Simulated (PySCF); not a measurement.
C2H4BCl. Atoms are numbered in the order given.

```xyz
8

B     -0.5382    -0.0305     0.0000
H     -1.7343     0.1069     0.0000
Cl     0.0815    -1.6805     0.0000
C      0.4173     1.1753     0.0000
C     -0.0671     2.4323     0.0000
H      1.5045     1.0303     0.0000
H      0.5800     3.3166     0.0000
H     -1.1463     2.6214     0.0000
```

The structure is a stationary point at B3LYP-D3(BJ)/def2-SVP. The values are those of a single conformer.

These are CAM-B3LYP/def2-TZVPD (PySCF) values and carry that method's errors.

**Question.** Estimate the frontier levels, gap, dipole moment and polarisability. (Estimate from the structure and the level; the computed values follow.)

**Answer.** 
```json
{
 "highest_occupied_level": "-9.78 eV",
 "lowest_empty_level": "-1.03 eV",
 "orbital_gap": "8.75 eV",
 "dipole_moment": "2.05 D",
 "quadrupole, principal values (traceless, Buckingham form, about the centre of nuclear charge)": "-2.43, -0.18, 2.61 D·Å",
 "mean_static_polarisability": "56.6 bohr³ (8.39 Å³)",
 "polarisability_principal_values": "39.3, 49.1, 81.4 bohr³"
}
```
